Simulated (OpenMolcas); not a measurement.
5s² 5p⁴ along the 52-electron sequence

| Quantity | Value |
| --- | --- |
| Program | OpenMolcas 26.06 |
| Method | RASSCF |
| Basis | ANO-RCC-VQZP |
| Scalar Hamiltonian | DKH2, point nucleus |
| Spin-orbit coupling | RASSI with atomic mean-field integrals over the reference wave functions, term energies averaged over their components |

Active space for each ion: 6 electrons in 9 orbitals (RAS2 5s 5p; RAS3 5d, at most 2 electrons).

Computed levels in cm-1 above ³P₂:

```tsv
Level	Te	I+	Xe2+
³P₁	4149	6122	8493
³P₀	4526	6173	7897
¹D₂	11805	14805	18358
¹S₀	23601	29320	35617
weight of ³P in the lowest level (%)	95	93	92
```

Measured, with the error of the calculation in %. Measured levels: Te, I+ from NIST Handbook of Basic Atomic Spectroscopic Data; Xe2+ from Saloman, J. Phys. Chem. Ref. Data 33, 765 (2004).

```csv
Level,Te,I+,Xe2+
³P₁,4751 (-12.7),7087 (-13.6),9794 (-13.3)
³P₀,4706 (-3.8),6448 (-4.3),8130 (-2.9)
¹D₂,10558 (+11.8),13727 (+7.9),17099 (+7.4)
¹S₀,23198 (+1.7),29501 (-0.6),36103 (-1.3)
```

The fine-structure level ³P₀ changes by a factor of 1.74 from Te to Xe2+. Its fourth root runs 8.20, 8.86, 9.43, with steps per unit of Z of 0.66, 0.56; equal steps would mean a (Z - σ)^4 law with constant σ.

¹D₂ changes by a factor of 1.56 over the same range, with steps per unit of Z of +3000, +3550 cm-1.

Some high roots are left out of the spin-orbit mixing, which shifts the levels that they would mix with (holds for Te). Active for correlation alone: 5d; no level in the range computed is led by a configuration that fills it, so any true level of that kind is missing (holds for Te). The run also gave levels led by 5s² 5p³ 5d, which use shells meant for correlation; these and all levels above them are left out (holds for I+). The run also gave levels led by 5s 5p⁴ 5d, 5s² 5p³ 5d, which use shells meant for correlation; these and all levels above them are left out (holds for Xe2+). Computed and measured levels are paired by configuration, term and J; levels that our copy of the source lacks, or whose pairing is in doubt (as where it misses far off the trend of its configuration), stay unpaired and out of the deviations. Only configurations of the active space appear.
